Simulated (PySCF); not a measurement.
## Electron correlation in N⁺ (nitrogen, charge +1)

[He] 2s2 2p1 3s1, high-spin 3P determinant (an excited configuration). Calculation: PySCF 2.14, in x2c-TZVPPall with one added diffuse shell each of s, p, d type (6s4p3d1f, 40 functions); the spin-free X2C one-electron Hamiltonian (Gaussian nucleus). Frozen: nothing; 6 electrons correlated.

| level | correlation energy (mhartree) |
| --- | --- |
| CCSD | -106.29 |
| (T) | -3.02 |
| CCSD(T) | -109.31 |

Diagnostics: T1 = 0.0092, D1 = 0.0286, largest double amplitude 0.125.

Is a single reference adequate?

Mostly. T1 lies below 0.03, but a double amplitude of this size points to a near-degeneracy that CCSD handles and MP2 describes poorly.

This basis was not built for core-valence correlation, so the inner-shell part is incomplete.
